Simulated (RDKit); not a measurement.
Input for RDKit: UFF on CH3F (SMILES CF).

```python
from rdkit import Chem
from rdkit.Chem import AllChem, rdDetermineBonds

blocks = [
'''5

C    -0.22192692    0.59235488    3.13726726
F     0.23630447   -0.58220240    2.52229317
H    -0.52768085    1.28668896    2.35637456
H    -1.06378971    0.33262320    3.77808689
H     0.59466944    1.00731806    3.72679793
''',
]
mol = None
for b in blocks:
    f = Chem.MolFromXYZBlock(b)
    rdDetermineBonds.DetermineBonds(f, charge=0)
    mol = f if mol is None else Chem.CombineMols(mol, f)
Chem.SanitizeMol(mol)
print(Chem.MolToSmiles(Chem.RemoveHs(mol)))
ff = AllChem.UFFGetMoleculeForceField(mol, vdwThresh=100.0, ignoreInterfragInteractions=False)
e = ff.CalcEnergy()
print(f'UFF energy {e:.6f} kcal/mol')
```

It printed:

```
CF
UFF energy 0.761062 kcal/mol
```

The run finished.

Cost: about 0.010 core-seconds (a rough figure).
